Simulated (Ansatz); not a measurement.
The inner images of a band of BH4NO2 + FH (10 atoms, charge 0, multiplicity 1) are given out of order.

Theory: RKS PBE/def2-SVP (Ansatz 0.2.0).

Image 0:

```xyz
10
Properties=species:S:1:pos:R:3
B 0.256 -0.411 0.213
N 0.168 0.063 1.612
H -0.617 -0.335 2.140
H 1.029 -0.032 2.162
O 1.433 -0.975 -0.203
H 1.418 -1.110 -1.168
O -0.797 -0.223 -0.635
H -1.374 0.492 -0.268
F -1.407 1.915 0.874
H -0.664 1.415 1.300
```

Image 8:

```xyz
10
Properties=species:S:1:pos:R:3
B 0.034 0.219 0.098
N -0.046 0.147 1.818
H -0.362 -0.791 2.096
H 0.893 0.307 2.210
O 1.257 -0.470 -0.133
H 1.190 -0.920 -0.991
O -1.143 -0.418 -0.397
H -1.735 0.267 -0.753
F 0.048 1.612 -0.125
H -0.692 0.847 2.206
```

Task: Put them in order from the first end to the last, with their energies above the first end.
A.
```xyz
10
Properties=species:S:1:pos:R:3
B 0.095 -0.382 0.299
N -0.047 -0.077 1.729
H -0.867 -0.427 2.229
H 0.805 -0.191 2.287
O 1.378 -0.521 -0.159
H 1.384 -0.524 -1.133
O -0.975 -0.561 -0.547
H -1.756 -0.039 -0.295
F -0.344 2.082 0.443
H -0.227 1.439 1.175
```
B.
```xyz
10
Properties=species:S:1:pos:R:3
B 0.055 -0.139 0.248
N -0.055 0.060 1.785
H -0.846 -0.404 2.242
H 0.818 -0.147 2.284
O 1.344 -0.420 -0.148
H 1.378 -0.506 -1.117
O -1.026 -0.596 -0.493
H -1.812 -0.034 -0.382
F -0.218 1.740 0.271
H -0.192 1.246 1.337
```
C.
```xyz
10
Properties=species:S:1:pos:R:3
B 0.211 -0.441 0.252
N 0.115 -0.020 1.656
H -0.703 -0.356 2.174
H 0.963 -0.122 2.222
O 1.442 -0.817 -0.217
H 1.420 -0.876 -1.190
O -0.883 -0.378 -0.571
H -1.482 0.331 -0.246
F -1.116 2.036 0.718
H -0.523 1.443 1.229
```
D.
```xyz
10
Properties=species:S:1:pos:R:3
B 0.159 -0.441 0.280
N 0.037 -0.075 1.692
H -0.791 -0.401 2.198
H 0.880 -0.176 2.264
O 1.422 -0.673 -0.198
H 1.408 -0.688 -1.172
O -0.933 -0.491 -0.552
H -1.616 0.139 -0.255
F -0.747 2.136 0.583
H -0.373 1.469 1.187
```
E.
```xyz
10
Properties=species:S:1:pos:R:3
B 0.033 0.083 0.138
N -0.062 0.082 1.807
H -0.862 -0.414 2.215
H 0.814 -0.176 2.276
O 1.330 -0.386 -0.151
H 1.406 -0.488 -1.115
O -1.049 -0.588 -0.476
H -1.822 0.001 -0.470
F -0.152 1.569 0.070
H -0.192 1.117 1.734
```
F.
```xyz
10
Properties=species:S:1:pos:R:3
B 0.016 0.176 0.103
N -0.056 0.160 1.819
H -0.828 -0.441 2.136
H 0.833 -0.190 2.200
O 1.318 -0.355 -0.116
H 1.382 -0.622 -1.048
O -1.073 -0.607 -0.387
H -1.785 -0.006 -0.665
F -0.148 1.560 -0.154
H -0.213 1.125 2.138
```
G.
```xyz
10
Properties=species:S:1:pos:R:3
B 0.021 0.211 0.100
N -0.047 0.167 1.822
H -0.618 -0.638 2.109
H 0.909 0.048 2.185
O 1.289 -0.397 -0.121
H 1.273 -0.817 -0.998
O -1.109 -0.516 -0.384
H -1.757 0.115 -0.742
F -0.062 1.597 -0.154
H -0.454 1.028 2.211
```

Result: C (+0.03 eV), D (+0.11 eV), A (+0.20 eV), B (+0.60 eV), E (-0.12 eV), F (-0.43 eV), G (-0.44 eV).

Time of the run: 2.5 min on 2 threads of Arm Neoverse V2, with other jobs on the host, peak memory 0.12 GiB.
